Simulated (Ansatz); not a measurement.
The molecule BH-, multiplicity 4 (an upper state: multiplicity 2 came lower at CCSD(T)/def2-TZVPP on PBE0 minima).

Seven points along R, fitted to fifth degree in 1/R; most abundant isotopes. Runs in def2 and cc sets follow the lowest solution found near the PBE0 minimum.

Cores are frozen in the correlated methods.

The values were computed with Ansatz (Gaussian orbitals). Each number belongs to the level named beside it.

### Question
What bond length and harmonic frequency does wB97X-V/def2-TZVPP give?

### Answer
r_e = 1.208 Å, ω_e = 2523 cm⁻¹.

### Question
What bond length and harmonic frequency does CCSD/def2-TZVPP give?

### Answer
r_e = 1.204 Å, ω_e = 2537 cm⁻¹.

### Question
What bond length and harmonic frequency does CCSD(T)/def2-TZVPP give?

### Answer
r_e = 1.206 Å, ω_e = 2520 cm⁻¹.

Ansatz is a program for electronic structure.
